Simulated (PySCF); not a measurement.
**C₆ coefficients of unlike pairs at B97-3**

Calculated with PySCF 2.14 from the dipole response of each species, C₆(A,B) = (3/π) ∫ α_A(iu) α_B(iu) du, in atomic units, from isotropic polarisabilities. For ions this is the dispersion term alone; charge-induced terms of lower order in 1/R come first.

```csv
species,configuration,basis,relativity,α (bohr³),C₆ (like pair)
Al(3+),[Ne] (1S),aug-cc-pwCVQZ (10s9p7d5f3g),none,0.2764,0.2575
Al+,[Ne] 3s2 (1S),aug-cc-pV(5+d)Z (8s7p6d4f3g2h),none,25.00,128.9
Ru,[Kr] 4d7 5s1 (5F),aug-cc-pVDZ-PP with ECP28MDF (5s5p4d2f),core potential,62.00,549.2
In+,[Kr] 4d10 5s2 (1S),aug-cc-pwCVTZ-PP with ECP28MDF (8s7p6d4f1g),core potential,24.23,166.1
```

(1) Estimate C₆ for In+ with Ru.

No spin-orbit coupling is included.

The other pairs:

```csv
pair,C₆
"Al+, Al(3+)",2.868
"Ru, Al(3+)",6.280
"In+, Al(3+)",4.250
"Ru, Al+",262.6
"In+, Al+",142.6
```

Results:

(1) The integral gives 292.0. The combination rule 2 C_A C_B / (C_A α_B/α_A + C_B α_A/α_B) gives 285.2 and the geometric mean 302.0.
